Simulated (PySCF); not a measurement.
**Working out the excitation energy of Cl**

Cl [Ne] 3s2 3p5 (2P) → Cl [Ne] 3s1 3p6 (2S). All numbers are calculated (PySCF 2.14, the spin-free X2C one-electron Hamiltonian (Gaussian nucleus), in aug-cc-pVTZ-DK (6s5p3d2f, 50 functions)). Frozen: [Ne]. Energies in hartree (1 hartree = 27.21139 eV):

| part | Cl (lower) | Cl (upper) |
| --- | --- | --- |
| UHF | -460.894773 | -460.322221 |
| MP2 opposite-spin | -0.124336 | -0.202347 |
| MP2 same-spin | -0.037141 | -0.047353 |

Task: What does Hartree-Fock give?

Result: (-460.322221) − (-460.894773) = 0.572552 hartree = 15.580 eV.

Task: What do MP2 and SCS-MP2 (6/5 opposite-spin, 1/3 same-spin) give?

Result: The opposite-spin parts differ by -2.123 eV and the same-spin parts by -0.278 eV. MP2: 15.580 + (-2.123) + (-0.278) = 13.179 eV. SCS-MP2: 15.580 + 1.2 × (-2.123) + (-0.278)/3 = 12.940 eV.

Measured between the centres of the two terms (NIST): 10.586 eV, so MP2 (valence) is off by 2.593 eV.

The upper state lies above the first ionisation limit, where it may autoionise and the basis confines it.

What remains against the reference includes basis incompleteness, the frozen core and correlation beyond second order.
